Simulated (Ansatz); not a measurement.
Consider the ligand exchange at the Si–C bond: `[SiH3]/C=C\CCl` + `OB(S)Cl` → `[SiH3]OB(S)Cl` + `C=CCCl`.

Calculated with Ansatz (gas phase, PBE0-D4/def2-TZVP geometries, no zero-point term in ΔE). CBS: MP2 limit from def2 TZ/QZ plus the TZ coupled-cluster correction, frozen cores. DFT in def2-TZVPP. B3LYP here is the variant with VWN-RPA as its local correlation; programs differ in this. HSE06 is defined as in plane-wave codes. One conformer a species, not always the lowest.

```csv
level,ΔE (kcal/mol),difference from CCSD(T)/CBS
LDA (SPW92),-16.9,4.4
PBE-D4,-17.3,4.0
revPBE-D4,-17.1,4.2
PBE0-D4,-18.7,2.6
B3LYP-D4,-21.5,-0.2
HSE06-D4,-18.6,2.7
ωB97M-V,-20.7,0.6
B3LYP,-21.6,-0.3
r2SCAN0,-20.9,0.4
HSE06,-18.7,2.6
BHLYP,-23.4,-2.1
RPA@PBE/def2-TZVPP,-21.1,0.2
CCSD/def2-SVP,-19.3,2.0
SCS-MP2/def2-TZVPP,-22.3,-1.0
CCSD(T)/def2-TZVPP,-21.1,0.2
MP2/def2-QZVPP,-21.7,-0.4
CCSD(T)/CBS,-21.3,0
```

Largest T1 diagnostic among the species: 0.012.

At CCSD(T), def2-SVP lies +2.6 kcal/mol from the extrapolated value and def2-TZVPP +0.2 kcal/mol. Leaving LDA and LC-ωPBE aside and taking each functional with its dispersion term where it has one, the values, not all of them listed here, spread over 6.3 kcal/mol, from BHLYP-D4 to revPBE-D4.
